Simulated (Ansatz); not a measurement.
Conformers of `C=C[SiH](O)[GeH2][OH]`, each relaxed with PBE0-D4/def2-TZVP in Ansatz. CBS adds the triple-zeta coupled-cluster correction to the MP2 limit.

Outer-core shells of Ge are correlated without core-valence functions. Scalar relativity is left out up to krypton. Spin–orbit coupling is left out.

Not all of them had a frequency check.

Conformer A:

Cartesian coordinates in Å:
```
C 1.634 1.003 0.983
C 0.379 0.924 1.422
Si -0.936 -0.078 0.589
O -2.330 0.813 0.609
Ge -0.265 -0.607 -1.655
O 1.348 -1.406 -1.649
H 1.965 0.490 0.083
H 2.390 1.576 1.512
H 0.112 1.458 2.334
H -1.167 -1.360 1.325
H -3.159 0.340 0.534
H -0.031 0.633 -2.533
H -1.276 -1.540 -2.369
H 1.336 -2.246 -1.186
```

Conformer B:

Z-matrix (Å, degrees):
```
Si
C 1 1.857
Ge 1 2.394 2 112.5
O 1 1.647 2 112.8 3 -114.5
H 1 1.487 2 108.9 3 125.4
C 2 1.330 1 124.5 3 -10.5
H 2 1.090 1 117.5 3 170.8
O 3 1.810 1 94.7 2 -108.4
H 3 1.545 1 117.3 2 138.2
H 3 1.546 1 119.6 2 5.5
H 4 0.966 1 113.4 2 106.2
H 6 1.087 2 122.0 1 1.6
H 6 1.087 2 122.2 1 -178.4
H 8 0.959 3 114.5 1 -174.3
```

**Question.** Which is lowest in electronic energy at CCSD(T)/CBS (frozen core, def2 sets), and by how much? (Best estimate.)

**Answer.** Ansatz gave: B; A lies 8.4 kJ/mol higher.

**Question.** Give the energies relative to B (kJ/mol) with r2SCAN-D4/def2-TZVPP, PBE0-D4/def2-TZVPP, B3LYP-D4/def2-TZVPP, PBE/def2-TZVPP, HF/def2-TZVPP, MP2/def2-TZVPP, CCSD(T)/def2-TZVPP. (Estimate.)

**Answer.** Ansatz gave: 
```
               level    A
r2SCAN-D4/def2-TZVPP  7.4
  PBE0-D4/def2-TZVPP  7.3
 B3LYP-D4/def2-TZVPP  7.5
      PBE/def2-TZVPP  6.8
       HF/def2-TZVPP  4.0
      MP2/def2-TZVPP  7.7
  CCSD(T)/def2-TZVPP  7.1
```

B3LYP here is the variant with VWN-RPA as its local correlation; programs differ in this.
